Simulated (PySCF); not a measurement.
**Rb(28+): fine-structure interval**

Rb(28+) [He] 2s2 2p5 [2p1/2^2 2p3/2^3, M_J = 3/2] → Rb(28+) [He] 2s2 2p5 [2p1/2^1 2p3/2^4, M_J = 1/2], as a difference of total energies. All numbers are calculated (PySCF 2.14, the two-component X2C-1e Hamiltonian, in an uncontracted even-tempered set (17 s from 9.7 bohr⁻², ratio 2.4; 12 p from 13 bohr⁻², ratio 2.4; 5 d from 50 bohr⁻², ratio 2.6; 4 f from 74 bohr⁻², ratio 2.6)). Correlated levels: nothing frozen; the 32 highest virtual spinors dropped. "Screened" scales the spin-orbit matrix elements by Boettger's factors to mimic the two-electron term; Breit and QED terms are absent.

| method | fine-structure interval (cm⁻¹) |
| --- | --- |
| GHF (screened spin-orbit) | 515400 |
| GMP2 (screened spin-orbit) | 516240 |
| GHF (bare spin-orbit) | 545600 |
